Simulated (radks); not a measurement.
Dispersion coefficients C6 (hartree bohr^6) between ground-configuration atoms and ions, from the Casimir-Polder integral (3/pi) of alpha_A(iw) alpha_B(iw). Calculated with a radial shooting solver on a logarithmic mesh with Libxc functionals: scalar-relativistic Kohn-Sham, LDA (Slater exchange, VWN5 correlation), spin-polarised, spherical densities, finite nucleus; open shells are filled with parallel spins first (spin-orbit coupling, left out, can overturn this in heavy ions); Fermi nuclear charge, rms radius of each element as measured or else 0.836 A^(1/3) + 0.57 fm. Response by self-consistent Sternheimer equations with the Hartree and adiabatic LDA kernel, the relativistic mass of each level held fixed and spin-orbit coupling left out. For heavy and open-shell atoms this level of theory can miss by tens of per cent.

| C6 | Mo | Xe2+ | Ni+ | Kr3+ | Mo2+ | Cd+ |
|---|---|---|---|---|---|---|
| Mo | 741.4 |  |  |  |  |  |
| Xe2+ | 226.5 | 91.19 |  |  |  |  |
| Ni+ | 142.1 | 53.94 | 32.41 |  |  |  |
| Kr3+ | 103.4 | 43.77 | 25.71 | 21.27 |  |  |
| Mo2+ | 179.5 | 71.58 | 42.52 | 34.39 | 56.32 |  |
| Cd+ | 292.0 | 104.3 | 63.37 | 49.13 | 82.32 | 125.6 |

Static polarisabilities (bohr^3): Mo ([Kr] 4d5 5s1) 71.27, Xe2+ ([Kr] 4d10 5s2 5p4) 12.70, Ni+ ([Ar] 3d9) 9.230, Kr3+ ([Ar] 3d10 4s2 4p3) 5.379, Mo2+ ([Kr] 4d4) 10.51, Cd+ ([Kr] 4d10 5s1) 21.06. The combination rule 2 Ca Cb / ((alpha_b/alpha_a) Ca + (alpha_a/alpha_b) Cb) gives 138.8 for Ni+-Mo, against 142.1 from the integral.
